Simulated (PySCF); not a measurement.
A geometry optimisation on [FeF4]-, `[F][Fe-]([F])([F])[F]` [sextet].

Method: PBE0-D3(BJ)/def2-SVP geometry optimisation, gas phase (PySCF 2.14.0). Start geometry: GFN2-xTB. The command runs a driver script over a list of jobs; the input below is this job's line of settings and its coordinates in Å.

Command:
```bash
OMP_NUM_THREADS=1 python probes_run.py task.json out
```

Input:
```
{"job": {"xc": "PBE0", "basis": "def2-SVP", "d3": "d3bj", "grid": 1, "maxiter": 40, "kind": "geom"}, "charge": -1, "multiplicity": 6}
Fe    -0.000240    -0.001680    -0.001780
F      0.011120    -0.021360     1.927360
F      1.817330     0.016430    -0.652040
F     -0.914470     1.580370    -0.624080
F     -0.913750    -1.573760    -0.649470
```

Output:
```
step   0  E = -1662.20319155  max force = 0.041803
step   1  E = -1662.22389857  max force = 0.001891
step   2  E = -1662.22393231  max force = 0.000642
step   3  E = -1662.22393729  max force = 0.000174
optimisation converged
```

Energies in Eh; «max force» is the largest Cartesian gradient component in Eh/bohr.

**Question.** How much energy does the optimisation release, in kcal/mol?

**Answer.** E(step 0) − E(last step) = 0.020746 Eh, which is 13.0 kcal/mol.

**Question.** Give the first gradient maximum in eV/Å.

**Answer.** With 1 Eh/bohr = 51.422 eV/Å, 2.150 eV/Å.

Summary of the converged run: final energy -1662.22394 Eh after 3 steps.

**Question.** Where do the atoms end?

**Answer.** 0.106 Å rms from the input after alignment:
```
atom  x, y, z in Å
Fe1   -0.0011   -0.0004   -0.0003
F2    -0.0034   -0.0152    1.8108
F3     1.7073    0.0088   -0.6022
F4    -0.8530    1.4849   -0.5920
F5    -0.8497   -1.4781   -0.6163
```

On an x86-64 server with one thread, on a shared host, this took 19 s of wall time.
Labels such as C1 count atoms from 1, the log's own numbers from 0.

Neither the SCF state along the optimisation nor the shape of the open-shell metal species was proved the lowest: other solutions of the same spin, or a structure of lower symmetry, can lie below.
